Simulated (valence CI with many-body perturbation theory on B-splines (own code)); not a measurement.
**E1 line list for P IX**

Calculated by relativistic CI+MBPT: five valence electrons over a frozen Dirac-Fock core [He], radial functions for each j: 11 s, 11 p, 10 d, 8 f, 5 g, 2 h, with the one-electron correlation potential Σ1 (screened to all orders), the two-electron term Σ2, the three-electron term Σ3, Breit, model QED; selected single and double excitations, second order for the rest, scaled by the run's own slope (own B-spline code, finite nucleus).

No measured spectrum was set against this ion. As an estimate, levels of excited configurations hold to 0.05 to 0.15 % of their energy, terms of the ground configuration to about 0.5 %. Among the levels kept, up to 6100 cm⁻¹ of a level comes from second order outside the variational space, and about a tenth of that is noise between levels of different J, which matters for small intervals.

Lines 151 to 200 of 600 in falling wavelength, among levels below 295.69 eV, chosen from the strongest by gf and those to the six lowest levels. Wavelengths and rates use the calculated energies, so an error of 300 cm⁻¹ moves a line at 880.8 Å by 0.26 % and its rate by three times that or more. Electric multipoles are in the length gauge, E1 and E2 with the static RPA response of the core. Weak lines are less certain than strong ones. Lines between different terms over intervals too small for the method are left out, as are lines whose strength nearly cancels. The highest levels of a list are the least certain.

Names give the largest LS component (configuration and term), which can be under half, so a name can repeat, a term be missing and a line seem to break the LS rules; names also repeat where a configuration has a term twice. Letters in brackets count levels of one name in rising energy.

```csv
λ vac (Å),Upper,Lower,A (s⁻¹),S (a.u.)
880.8,2s 2p3 3p 4P_1/2 [c],2s 2p3 3s 4P°_3/2,1.19e+09,7.99e-01
880.7,2s2 2p2 3d 2F_5/2 [a],2s2 2p2 3p 2D°_3/2 [a],1.03e+09,2.08e+00
880.4,2s 2p3 3p 4P_5/2 [c],2s 2p3 3s 4P°_5/2,1.01e+09,2.04e+00
879.0,2s2 2p2 3d 2F_7/2 [a],2s2 2p2 3p 2D°_5/2 [a],1.09e+09,2.92e+00
878.5,2s 2p3 3p 4P_3/2 [c],2s 2p3 3s 4P°_1/2,5.90e+08,7.90e-01
877.9,2s 2p3 3p 4P_5/2 [c],2s 2p3 3s 4P°_3/2,4.30e+08,8.61e-01
875.5,2s2 2p2 3d 4D_5/2,2s2 2p2 3p 4P°_5/2,1.77e+08,3.51e-01
875.4,2s2 2p2 3d 4F_5/2,2s2 2p2 3p 4D°_3/2,9.84e+08,1.95e+00
874.3,2s 2p3 3d 2F°_7/2 [b],2s 2p3 3p 2D_5/2 [b],1.34e+09,3.54e+00
874.2,2s 2p3 3d 2F°_5/2 [b],2s 2p3 3p 2D_3/2 [b],1.24e+09,2.45e+00
874.0,2s2 2p2 3d 4F_3/2,2s2 2p2 3p 4D°_1/2,8.88e+08,1.17e+00
872.2,2s2 2p2 3d 2D_5/2 [c],2s2 2p2 3p 2P°_3/2 [c],1.27e+09,2.50e+00
867.0,2s2 2p2 3d 2G_9/2,2s2 2p2 3p 2F°_7/2,1.31e+09,4.22e+00
863.6,2s2 2p2 3p 2D°_3/2 [b],2s2 2p2 3s 2D_3/2,8.18e+08,1.04e+00
863.5,2s2 2p2 3p 2D°_5/2 [b],2s2 2p2 3s 2D_5/2,9.98e+08,1.90e+00
863.4,2s2 2p2 3p 4S°_3/2,2s2 2p2 3s 4P_5/2,7.80e+08,9.91e-01
863.3,2s2 2p2 3d 4D_7/2,2s2 2p2 3p 4P°_5/2,9.06e+08,2.30e+00
862.2,2s2 2p2 3p 2D°_3/2 [b],2s2 2p2 3s 2D_5/2,2.57e+08,3.26e-01
862.1,2s2 2p2 3d 2D_3/2 [c],2s2 2p2 3p 2P°_3/2 [c],2.25e+08,2.85e-01
862.0,2s2 2p2 3d 2D_3/2 [c],2s2 2p2 3p 2P°_1/2 [c],1.10e+09,1.39e+00
861.7,2s2 2p2 3d 4D_1/2,2s2 2p2 3p 4P°_1/2,6.57e+08,4.15e-01
859.9,2s2 2p2 3d 2G_7/2,2s2 2p2 3p 2F°_5/2,1.32e+09,3.31e+00
855.0,2s 2p3 3d 4P°_1/2 [b],2s 2p3 3p 4S_3/2,7.63e+08,4.71e-01
854.9,2s2 2p2 3d 4D_5/2,2s2 2p2 3p 4P°_3/2,7.92e+08,1.47e+00
853.8,2s 2p3 3d 2D°_3/2 [b],2s 2p3 3p 2P_1/2 [b],8.53e+08,1.05e+00
853.3,2s 2p3 3d 4D°_3/2 [a],2s 2p3 3p 4P_1/2 [a],5.71e+08,7.00e-01
853.2,2s 2p3 3d 4D°_1/2 [a],2s 2p3 3p 4P_1/2 [a],1.13e+09,6.90e-01
851.2,2s 2p3 3d 4D°_5/2 [a],2s 2p3 3p 4P_3/2 [a],1.06e+09,1.94e+00
851.1,2s 2p3 3d 4D°_3/2 [a],2s 2p3 3p 4P_3/2 [a],8.03e+08,9.77e-01
849.7,2s 2p3 3d 4P°_3/2 [b],2s 2p3 3p 4S_3/2,7.87e+08,9.54e-01
848.6,2s 2p3 3d 4D°_5/2 [a],2s 2p3 3p 4P_5/2 [a],4.58e+08,8.29e-01
848.3,2s2 2p2 3d 4D_3/2,2s2 2p2 3p 4P°_3/2,3.50e+08,4.22e-01
848.1,2s 2p3 3d 4D°_7/2 [a],2s 2p3 3p 4P_5/2 [a],1.53e+09,3.69e+00
842.6,2s2 2p2 3d 4D_3/2,2s2 2p2 3p 4P°_1/2,4.26e+08,5.02e-01
842.5,2s 2p3 3d 2D°_5/2 [b],2s 2p3 3p 2P_3/2 [b],1.06e+09,1.87e+00
842.0,2s 2p3 3d 4P°_5/2 [b],2s 2p3 3p 4S_3/2,8.28e+08,1.46e+00
841.3,2s 2p3 3d 4D°_7/2 [c],2s 2p3 3p 4D_7/2 [b],3.47e+08,8.15e-01
840.5,2s 2p3 3p 2S_1/2,2s 2p3 3s 2P°_3/2 [a],9.45e+08,5.54e-01
839.7,2s 2p3 3d 4D°_5/2 [c],2s 2p3 3p 4D_5/2 [b],2.44e+08,4.28e-01
839.6,2s 2p3 3p 2S_1/2,2s 2p3 3s 2P°_1/2 [a],5.05e+08,2.95e-01
830.5,2s2 2p2 3p 4S°_3/2,2s2 2p2 3s 4P_3/2,3.93e+08,4.45e-01
827.1,2s2 2p2 3d 4D_7/2,2s2 2p2 3p 4D°_7/2,3.88e+08,8.67e-01
819.7,2s 2p3 3d 4D°_7/2 [b],2s 2p3 3p 4D_7/2 [a],7.32e+08,1.59e+00
818.2,2s 2p3 3d 4D°_5/2 [b],2s 2p3 3p 4D_7/2 [a],2.26e+08,3.67e-01
815.1,2s 2p3 3d 2S°_1/2,2s 2p3 3p 2P_3/2 [a],9.07e+08,4.85e-01
813.3,2s 2p3 3d 4D°_5/2 [b],2s 2p3 3p 4D_5/2 [a],5.05e+08,8.05e-01
813.2,2s 2p3 3d 4D°_3/2 [b],2s 2p3 3p 4D_5/2 [a],3.98e+08,4.22e-01
810.7,2s2 2p2 3d 4D_5/2,2s2 2p2 3p 4D°_5/2,2.48e+08,3.92e-01
809.1,2s2 2p2 3d 2F_7/2 [b],2s2 2p2 3p 2F°_7/2,4.13e+08,8.64e-01
808.3,2s 2p3 3d 4D°_1/2 [b],2s 2p3 3p 4D_3/2 [a],5.27e+08,2.75e-01
```
